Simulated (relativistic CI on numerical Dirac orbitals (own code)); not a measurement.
**Magnetism of V²⁺, 3d3, in a crystal field**

Calculated by Dirac-Coulomb-Breit CI, KLI orbitals optimised for each configuration, model QED, valence Slater integrals scaled by 0.7, one configuration in a parametric crystal field (own radial code).

Field parameters in Wybourne normalisation: D4h B²₀ = −7Ds, B⁴₀ = 21(Dq − Dt), B⁴₄ = 21√(5/14) Dq; Oh B⁴₀ = 21Dq, B⁴₄ = √(5/14) B⁴₀; Td as Oh with Dq negative (B⁴₀ = 21Dq, B⁴₄ = √(5/14) B⁴₀). The field is a parameter set, without covalency.

S is read from ⟨S²⟩ = S(S + 1).

Powder χT (cm³ K mol⁻¹) by Van Vleck's formula, with temperature-independent terms:

| Field | 2 K | 5 K | 10 K | 20 K | 50 K | 100 K | 200 K | 300 K |
| --- | --- | --- | --- | --- | --- | --- | --- | --- |
| D4h, 10Dq = 24100, Ds = 1450, Dt = 1060 cm⁻¹ | 1.83 | 1.83 | 1.83 | 1.84 | 1.84 | 1.85 | 1.86 | 1.87 |
| Oh, 10Dq = 12100 cm⁻¹ | 1.82 | 1.82 | 1.82 | 1.82 | 1.83 | 1.84 | 1.85 | 1.87 |
| Oh, 10Dq = 12500 cm⁻¹ | 1.82 | 1.82 | 1.82 | 1.82 | 1.83 | 1.84 | 1.85 | 1.87 |
| Oh, 10Dq = 13400 cm⁻¹ | 1.82 | 1.82 | 1.83 | 1.83 | 1.83 | 1.84 | 1.86 | 1.87 |
| Td, 10Dq = -2450 cm⁻¹ | 0.236 | 0.276 | 0.337 | 0.429 | 0.648 | 0.982 | 1.48 | 1.78 |
| Td, 10Dq = -4450 cm⁻¹ | 0.279 | 0.332 | 0.401 | 0.492 | 0.706 | 1.04 | 1.52 | 1.79 |
| Td, 10Dq = -4800 cm⁻¹ | 0.284 | 0.339 | 0.408 | 0.499 | 0.713 | 1.04 | 1.52 | 1.79 |
| Td, 10Dq = -9700 cm⁻¹ | 0.339 | 0.388 | 0.459 | 0.555 | 0.769 | 1.09 | 1.54 | 1.79 |

Task: For D4h, 10Dq = 24100, Ds = 1450, Dt = 1060 cm⁻¹: what effective moment follows at 300 K?

Result: μ_eff = √(8χT) = 3.87 μB. The ground level has S = 1.50; the spin-only moment for S = 3/2 is 3.88 μB. The difference comes from the orbital moment, spin-orbit mixing of terms and temperature-independent paramagnetism, all larger in this ionic model than in covalent complexes.
